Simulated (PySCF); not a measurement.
B(Me)(OMe)(OEt), C4H11BO2, SMILES C(OB(OC)C)C at its GFN2-xTB optimised geometry (Å):

```
18

B     -0.9421     0.1859     0.0000
C     -1.8661     1.4991     0.0000
H     -2.5063     1.5189    -0.8801
H     -1.2956     2.4229     0.0118
H     -2.5242     1.5072     0.8667
O     -1.4614    -1.0708    -0.0010
C     -2.8388    -1.3391     0.0014
H     -3.3314    -0.9025    -0.8727
H     -2.9592    -2.4229    -0.0236
H     -3.3181    -0.9453     0.9029
O      0.4108     0.1859     0.0000
C      1.2254     1.3355    -0.0007
C      2.6874     0.9075    -0.0143
H      1.0068     1.9487    -0.8853
H      1.0203     1.9395     0.8934
H      2.8900     0.3131    -0.9006
H      3.3314     1.7828    -0.0141
H      2.9033     0.3030     0.8620
```

Level of theory: PySCF 2.14.0 with CAM-B3LYP/def2-SVP.

Map of the log10 of the electron density (e/bohr³), floored at −4 on the plane z = 1.2 Å:

```
|                               |
|                               |
|                               |
|                               |
|                               |
|          ...    ..            |
|       ..::-::..:--::.         |
|      :---===-:-=+++-:....     |
|     :-=+++++=-=*##*+=---::    |
|    .-+*##**+==+#%@%*+====-.   |
|    :=*#@%#*+==+#@@%#++++=-:   |
|    :=*%@@%#*+=+#%@%#****+=:   |
|    :=*#%%##*+++*###**###+=:.  |
|    :-+*##***********#%@%*=:.  |
|   .:-=+++******#**+*#@@%*=:   |
|  .:=+*++++*****#*+++#%%%*=:   |
|  :=+###*+********+==+*#*+-.   |
|  :=*%@%#**#**++++=--==+=-:    |
|  :+#%@@#**#**==--:..::::.     |
|  :=*#%%#****+=::.             |
|  .-+*##*++++=-.               |
|   :-=+++===--.                |
|   .:-===-::.                  |
|    .:---:.                    |
|     .:::.                     |
|       .                       |
|                               |
|                               |
|                               |
|                               |
|                               |
```
Scale: ten equal steps from -4.00 (start of ' ') to -0.950 (end of '@'), in the order ' .:-=+*#%@'; x runs from -5.50 to 5.50, y from -5.50 (bottom) to 5.50 (top).
